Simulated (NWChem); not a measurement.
All runs are NWChem calculations. System: ClTl, charge 0, spin multiplicity 1, at the geometry of a parent with another charge or spin, in a state set for the comparison that need not be this species' ground state. Level: B3LYP/x2c-SVPall-2c, scalar ZORA, VWN1-RPA local correlation.

The NWChem input:

```
start mol
memory heap 200 mb stack 900 mb global 1100 mb
geometry units angstroms nocenter noautoz noautosym
  Tl     0.000000     0.000000    -0.471229
  Cl     0.000000     0.000000     2.245266
end
basis spherical
  * library x2c-svpall-2c
end
relativistic
  zora on
end
dft
  xc b3lyp
  semidirect memsize 60000000 filesize 0
  iterations 100
  grid fine
end
task dft energy
```

NWChem printed:

```
             Northwest Computational Chemistry Package (NWChem) 7.3.0
             --------------------------------------------------------

                                NWChem Input Module
                                -------------------

 Scaling coordinates for geometry "geometry" by  1.889725989
 (inverse scale =  0.529177249)

                             Geometry "geometry" -> ""
                             -------------------------

 Output coordinates in angstroms (scale by  1.889725989 to convert to a.u.)

  No.       Tag          Charge          X              Y              Z
 ---- ---------------- ---------- -------------- -------------- --------------
    1 Tl                  81.0000     0.00000000     0.00000000    -0.47122900
    2 Cl                  17.0000     0.00000000     0.00000000     2.24526600

 Effective nuclear repulsion energy (a.u.)     268.2416392714

            Nuclear Dipole moment (a.u.)
            ----------------------------
        X                 Y               Z
 ---------------- ---------------- ----------------
     0.0000000000     0.0000000000    -0.0000510226


 Summary of "ao basis" -> "" (spherical)
 ------------------------------------------------------------------------------
       Tag                 Description            Shells   Functions and Types
 ---------------- ------------------------------  ------  ---------------------
 *                       x2c-svpall-2c                on all atoms

                                 NWChem DFT Module
                                 -----------------

 Summary of "ao basis" -> "ao basis" (spherical)
 ------------------------------------------------------------------------------
       Tag                 Description            Shells   Functions and Types
 ---------------- ------------------------------  ------  ---------------------
 Tl                      x2c-svpall-2c              27       89   7s11p7d2f
 Cl                      x2c-svpall-2c               9       21   4s4p1d

 Summary of "ao basis" -> "ao basis" (spherical)
 ------------------------------------------------------------------------------
       Tag                 Description            Shells   Functions and Types
 ---------------- ------------------------------  ------  ---------------------
 Tl                      x2c-svpall-2c              27       89   7s11p7d2f
 Cl                      x2c-svpall-2c               9       21   4s4p1d

            General Information
            -------------------
          SCF calculation type: DFT
          Wavefunction type:  closed shell.
          No. of atoms     :     2
          No. of electrons :    98
           Alpha electrons :    49
            Beta electrons :    49
          Charge           :     0
          Spin multiplicity:     1
          Use of symmetry is: off; symmetry adaption is: off
          Maximum number of iterations: 100
          AO basis - number of functions:   110
                     number of shells:    36
          Convergence on energy requested:  1.00D-06
          Convergence on density requested:  1.00D-05
          Convergence on gradient requested:  5.00D-04

              XC Information
              --------------
                         B3LYP Method XC Potential
                     Hartree-Fock (Exact) Exchange  0.200
                        Slater Exchange Functional  0.800 local
                    Becke 1988 Exchange Functional  0.720 non-local
              Lee-Yang-Parr Correlation Functional  0.810
[...]
 d= 0,ls=0.0,diis    10 -21368.4451213455 -1.62D+00  2.10D-02  7.63D+00    35.8
 d= 0,ls=0.0,diis    11 -21369.3041172732 -8.59D-01  8.54D-03  1.57D+00    36.1
 d= 0,ls=0.0,diis    12 -21369.4797287081 -1.76D-01  4.90D-03  4.93D-01    36.4
 d= 0,ls=0.0,diis    13 -21369.5449011701 -6.52D-02  2.46D-03  1.21D-01    36.7
  Resetting Diis
 d= 0,ls=0.0,diis    14 -21369.5627250767 -1.78D-02  9.45D-04  8.86D-03    37.0
 d= 0,ls=0.0,diis    15 -21369.5644596408 -1.73D-03  3.58D-04  1.16D-03    37.3
 d= 0,ls=0.0,diis    16 -21369.5644630339 -3.39D-06  1.90D-04  1.09D-03    37.6
 d= 0,ls=0.0,diis    17 -21369.5645349743 -7.19D-05  2.91D-05  1.12D-05    37.9
 d= 0,ls=0.0,diis    18 -21369.5645359241 -9.50D-07  1.10D-05  6.07D-07    38.2
 d= 0,ls=0.0,diis    19 -21369.5645359857 -6.16D-08  4.02D-06  2.41D-07    38.5
(nogshift,skip_gshiftAOev,done_Fji)=( 1,F,F)

         Total DFT energy =   -21369.564535985741
      One electron energy =   -29542.714108456246
           Coulomb energy =     8319.579646597103
    Exchange-Corr. energy =     -414.671713398005
 Nuclear repulsion energy =      268.241639271408

       Scaling correction =      772.733583952957

 Numeric. integr. density =       98.000000481211

     Total iterative time =     18.6s

                       DFT Final Molecular Orbital Analysis
                       ------------------------------------

 Vector   47  Occ=2.000000D+00  E=-2.542982D-01
              MO Center= -3.3D-10,  1.9D-08,  1.4D+00, r^2= 3.6D+00
   Bfn.  Coefficient  Atom+Function         Bfn.  Coefficient  Atom+Function
  ----- ------------  ---------------      ----- ------------  ---------------
   105      0.580708  2 Cl pz               102      0.394494  2 Cl pz
     6      0.285805  1 Tl s                  5     -0.235675  1 Tl s
    28     -0.204672  1 Tl pz                96     -0.202549  2 Cl pz
    31     -0.174794  1 Tl pz                 7      0.159952  1 Tl s
    53      0.117354  1 Tl d  0              19      0.099217  1 Tl pz

 Vector   48  Occ=2.000000D+00  E=-2.487600D-01
              MO Center= -2.0D-08, -1.3D-08,  2.1D+00, r^2= 1.5D+00
   Bfn.  Coefficient  Atom+Function         Bfn.  Coefficient  Atom+Function
  ----- ------------  ---------------      ----- ------------  ---------------
   103      0.503736  2 Cl px               104      0.408663  2 Cl py
   100      0.340073  2 Cl px               101      0.275889  2 Cl py
    94     -0.173600  2 Cl px                95     -0.140835  2 Cl py
    29      0.100715  1 Tl px                30      0.081707  1 Tl py
    26      0.052120  1 Tl px                54      0.049047  1 Tl d  1

 Vector   49  Occ=2.000000D+00  E=-2.487600D-01
              MO Center= -1.7D-08,  2.0D-08,  2.1D+00, r^2= 1.5D+00
   Bfn.  Coefficient  Atom+Function         Bfn.  Coefficient  Atom+Function
  ----- ------------  ---------------      ----- ------------  ---------------
   104      0.503736  2 Cl py               103     -0.408663  2 Cl px
   101      0.340073  2 Cl py               100     -0.275889  2 Cl px
    95     -0.173600  2 Cl py                94      0.140835  2 Cl px
    30      0.100715  1 Tl py                29     -0.081707  1 Tl px
    27      0.052120  1 Tl py                52     -0.049047  1 Tl d -1

 Vector   50  Occ=0.000000D+00  E=-7.990967D-02
              MO Center= -4.2D-08,  2.3D-08, -4.4D-01, r^2= 4.6D+00
   Bfn.  Coefficient  Atom+Function         Bfn.  Coefficient  Atom+Function
  ----- ------------  ---------------      ----- ------------  ---------------
    30      0.537986  1 Tl py                29      0.503529  1 Tl px
    27      0.302487  1 Tl py                26      0.283113  1 Tl px
   104     -0.151588  2 Cl py                18     -0.148699  1 Tl py
   103     -0.141879  2 Cl px                17     -0.139175  1 Tl px
    24     -0.131830  1 Tl py                15      0.124411  1 Tl py

 Vector   51  Occ=0.000000D+00  E=-7.990967D-02
              MO Center= -5.8D-08,  4.6D-08, -4.4D-01, r^2= 4.6D+00
   Bfn.  Coefficient  Atom+Function         Bfn.  Coefficient  Atom+Function
  ----- ------------  ---------------      ----- ------------  ---------------
    29      0.537986  1 Tl px                30     -0.503529  1 Tl py
    26      0.302487  1 Tl px                27     -0.283113  1 Tl py
   103     -0.151588  2 Cl px                17     -0.148699  1 Tl px
   104      0.141879  2 Cl py                18      0.139175  1 Tl py
    23     -0.131830  1 Tl px                14      0.124411  1 Tl px

 Vector   52  Occ=0.000000D+00  E=-2.103350D-02
              MO Center= -3.6D-08,  3.4D-08, -5.6D-01, r^2= 5.4D+00
   Bfn.  Coefficient  Atom+Function         Bfn.  Coefficient  Atom+Function
  ----- ------------  ---------------      ----- ------------  ---------------
    31      0.882701  1 Tl pz                 6      0.390005  1 Tl s
   105      0.373821  2 Cl pz                28      0.304576  1 Tl pz
    93     -0.300064  2 Cl s                  5     -0.211654  1 Tl s
   102      0.189752  2 Cl pz                19     -0.176262  1 Tl pz
    16      0.144511  1 Tl pz                25     -0.140345  1 Tl pz

 center of mass
 --------------
 x =   0.00000000 y =   0.00000000 z =  -0.14235799

 moments of inertia (a.u.)
 ------------------
         787.205209365160           0.000000000000           0.000000000000
           0.000000000000         787.205209365160           0.000000000000
           0.000000000000           0.000000000000           0.000000000000

     Multipole analysis of the density
     ---------------------------------

     L   x y z        total         alpha         beta         nuclear
     -   - - -        -----         -----         ----         -------
     0   0 0 0     -0.000000    -49.000000    -49.000000     98.000000

     1   1 0 0      0.000000      0.000000      0.000000      0.000000
     1   0 1 0      0.000000      0.000000      0.000000      0.000000
     1   0 0 1     -2.038001     -1.018975     -1.018975     -0.000051

     2   2 0 0    -29.566189    -14.783094    -14.783094      0.000000
     2   1 1 0     -0.000000     -0.000000     -0.000000      0.000000
     2   1 0 1     -0.000000     -0.000000     -0.000000      0.000000
     2   0 2 0    -29.566189    -14.783094    -14.783094      0.000000
     2   0 1 1     -0.000000     -0.000000     -0.000000      0.000000
     2   0 0 2    -38.375230   -204.324674   -204.324674    370.274118

 Task  times  cpu:       38.5s     wall:       38.5s

 Total times  cpu:       38.5s     wall:       38.5s
```
